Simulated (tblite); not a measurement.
Compound: C₆H₁₁OP.
Bonds: C1–C2 (double), C2–P3, P3–C4, C4–C5, P3–C6, C6–C7, C6–O8 (double). Hydrogens: H9, H10 on C1; H11 on C2; H12, H13 on C4; H14, H15, H16 on C5; H17, H18, H19 on C7.

Computed geometry: GFN2-xTB, gas phase.

(1) Give the optimised bond lengths and angles.

Answers

(1) 
| bond | length (bohr) | order |
| --- | --- | --- |
| C1=C2 | 2.501 | double |
| C2–P3 | 3.449 | single |
| P3–C4 | 3.510 | single |
| C4–C5 | 2.879 | single |
| P3–C6 | 3.541 | single |
| C6–C7 | 2.833 | single |
| C6=O8 | 2.273 | double |
| C1–H9 | 2.037 | single |
| C1–H10 | 2.038 | single |
| C2–H11 | 2.049 | single |
| C4–H12, C4–H13 | 2.068 | single |
| C5–H14, C5–H15, C5–H16 | 2.056 | single |
| C7–H17, C7–H18, C7–H19 | 2.057 | single |

Bonds in one row agree within 0.02 bohr and their mean is given. Orders are formal, as drawn. A selection of angles:
| angle | degrees |
| --- | --- |
| C2–C1–H9 | 121.7 |
| C2–C1–H10 | 121.9 |
| H9–C1–H10 | 116.3 |
| C1–C2–P3 | 123.4 |
| C1–C2–H11 | 120.9 |
| P3–C2–H11 | 115.6 |
| C2–P3–C4 | 98.1 |
| C2–P3–C6 | 95.9 |
| C4–P3–C6 | 98.2 |
| P3–C4–C5 | 111.4 |
| P3–C4–H12 | 107.0 |
| P3–C4–H13 | 108.8 |
| C5–C4–H12 | 110.3 |
| H12–C4–H13 | 109.1 |
| C4–C5–H14 | 110.4 |
| C4–C5–H15 | 110.7 |
| H14–C5–H15 | 108.5 |
| H14–C5–H16 | 108.4 |
| P3–C6–C7 | 114.4 |
| P3–C6–O8 | 120.9 |
| C7–C6–O8 | 124.5 |
| C6–C7–H17 | 109.8 |
| C6–C7–H18 | 108.2 |
| C6–C7–H19 | 110.8 |
| H17–C7–H18 | 107.9 |
| H17–C7–H19 | 110.3 |

Torsions: C1–C2–P3–C4 167° (antiperiplanar); C2–P3–C4–C5 -178° (antiperiplanar); C2–P3–C6–C7 72° (synclinal). The mirror-image conformer, all signs reversed, is as good.

P3 (phosphine phosphorus) is pyramidal (angles 98.2°, 98.1° and 95.9°, sum 292.2°, 0.92 Å off the plane of its three neighbours). Of the pairs four or more bonds apart, O8···H13 is among the closest relative to their van der Waals radii: 2.52 Å, 93 % of the sum of Bondi's values. The C–C distances run from 1.324 Å (C1=C2, drawn double) to 1.523 Å (C4–C5, drawn single), a spread of 0.199 Å. The 3 C–P bonds span 1.825 Å (C2–P3, drawn single) to 1.874 Å (P3–C6, drawn single), a spread of 0.049 Å.

Point group: C1 (no symmetry element, even within 0.4 Å). Its GFN2-xTB frequencies are all real (lowest 22 cm⁻¹). The numbers are those of one conformer. 3 starts were optimised and ended at 0.00, 0.02 and 1.55 kcal/mol (GFN2-xTB); the lowest of these is shown.
